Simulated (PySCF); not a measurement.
SiCl2Br2, SMILES Br[Si](Br)(Cl)Cl. Geometry optimised at PBE0-D3(BJ)/def2-SVP.

Method: PBE0-D3(BJ)/def2-SVP (PySCF 2.14.0).

Harmonic wavenumbers (cm⁻¹): 105, 117, 170, 177, 180, 328, 519, 588, 628. Rotational constants (GHz): 1.019, 0.7098, 0.6186; symmetry number 2.

Q: Work out the zero-point energy and the ideal-gas rigid-rotor harmonic-oscillator thermochemistry at 298.15 K and 1 atm.

A: ZPE = ½ Σ hcν = ½ × 2812 cm⁻¹ = 4.02 kcal/mol. H − E(el) = 8.98 kcal/mol. Entropy in cal/(mol K): translation 42.55, rotation 29.58, vibration 16.38, total 88.51. G − E(el) = -17.40 kcal/mol. Cp = 22.30 cal/(mol K). Modes under 150 cm⁻¹ make the vibrational entropy uncertain.
